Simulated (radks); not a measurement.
Problem. The mean radii <r> (bohr) of the occupied orbitals of an atom or ion are listed with their occupations. Method: Dirac Kohn-Sham, PW91, spin-unpolarised, spherical densities, finite nucleus; Fermi nuclear charge, rms radius of each element as measured or else 0.836 A^(1/3) + 0.57 fm; computed with a radial shooting solver on a logarithmic mesh with Libxc functionals.

orbital  occ.      <r>
1s1/2       2  0.01774
2s1/2       2  0.07418
2p1/2       2  0.06123
2p3/2       4  0.06939
3s1/2       2   0.1907
3p1/2       2   0.1807
3p3/2       4   0.1949
3d3/2       4   0.1696
3d5/2       6   0.1740
4s1/2       2   0.3843
4p1/2       2   0.3805
4p3/2       2   0.4011

Name the element and its charge. Open shells, if any, fill j = l - 1/2 first.

Solution. Z = 76, osmium, charge +42: Os42+ in [Ar] 3d10 4s2 4p4. The 1s radius gives Z: for a bare nucleus <r> = (2 gamma + 1)/(2Z) with gamma = sqrt(1 - (Z/c)^2), 0.01753 bohr for Z = 76, and screening makes it slightly larger (0.01774 here). The occupations add up to 34, and the charge is Z minus that.
